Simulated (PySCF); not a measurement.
[CeF2]2+ relaxed at several levels

Computed with PySCF 2.14.0, PBE0, def2-SVP on the ligands, density fitting, scalar-relativistic core potentials, no spin-orbit coupling, vacuum. Each row is relaxed at its own level from the same template. Distances are means of the shortest metal–ligand contacts, charges and spins Mulliken's; removal energies are rigid, with the ligand's formal charge and no counterpoise, so too large; for an anion taken off a cation in vacuum most of it is the attraction of opposite charges, and multiply charged cations can part far more cheaply with an electron moved from ligand to metal. lcecp potentials hold a fixed number of 4f electrons in the core, out of states, spins and gaps.

```tsv
level	basis on the metal	point group	M–F (Å)	charge on M (e)	HOMO–LUMO gap (eV)	removal of one F (eV)	strongest infrared band, degenerate modes summed (cm⁻¹)	unstable modes (below −25 cm⁻¹)
PBE0	def2-SVP with ECP28	D∞h	1.866	1.97	6.25	26.46	755	0
```

What does the calculation give for PBE0, lcecp-2-SVP with ECP46?

point group: C2v, M–F (Å): 1.904, charge on M (e): 2.33, removal of one F (eV): 25.88, strongest infrared band, degenerate modes summed (cm⁻¹): 765, unstable modes (below −25 cm⁻¹): 0.
```xyz
3

Ce    0.0000    0.0000   -0.4210
F     1.4768    0.0000    0.7805
F    -1.4768    0.0000    0.7805
```

One start shape was tried for each, so a minimum needn't be the lowest isomer.
